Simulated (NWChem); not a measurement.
Molecule: CH2ClF3Si; SMILES Cl[Si@@H](F)C(F)F

```xyz
8

F     -0.0759     2.2943    -0.6090
C      0.5911     1.2250    -0.1000
F      0.7531     1.4109     1.2298
Si    -0.4491    -0.3444    -0.4315
F     -1.7994    -0.2563     0.4456
Cl     0.6386    -1.9668     0.1759
H      1.5938     1.1938    -0.5684
H     -0.8102    -0.4672    -1.8611
```
Atoms are numbered in this order, from 1.

All runs: NWChem. Pople sets run with spherical d functions. Geometry: optimised at PBE0/def2-SVP. B3LYP is NWChem's, with the RPA form of VWN correlation. GIAO values for the isolated, static molecule; σ is the absolute isotropic shielding, δ = σ(reference) − σ with the isolated reference molecule computed at the same levels (13C: tetramethylsilane, 19F: trichlorofluoromethane, 1H: tetramethylsilane, 29Si: tetramethylsilane).

```tsv
level	δ F1 (ppm)	δ C2 (ppm)	δ F3 (ppm)	δ Si4 (ppm)	δ F5 (ppm)	σ Cl6 (ppm)	δ H8 (ppm)
B3LYP/6-31G*	[?]	[?]	[?]	[?]	[?]	[?]	[?]
PBE/pcSseg-1	-165.5	125.5	-169.5	-5.3	-187.2	869.8	5.53
PBE0/pcSseg-1	-154.8	120.1	-157.9	-4.6	-170.2	899.1	5.33
```

### Question
What belongs in the gaps?

### Answer

- B3LYP/6-31G*, δ F1 (ppm): -147.1
- B3LYP/6-31G*, δ C2 (ppm): 113.3
- B3LYP/6-31G*, δ F3 (ppm): -147.2
- B3LYP/6-31G*, δ Si4 (ppm): 10.3
- B3LYP/6-31G*, δ F5 (ppm): -153.2
- B3LYP/6-31G*, σ Cl6 (ppm): 915.5
- B3LYP/6-31G*, δ H8 (ppm): 5.43
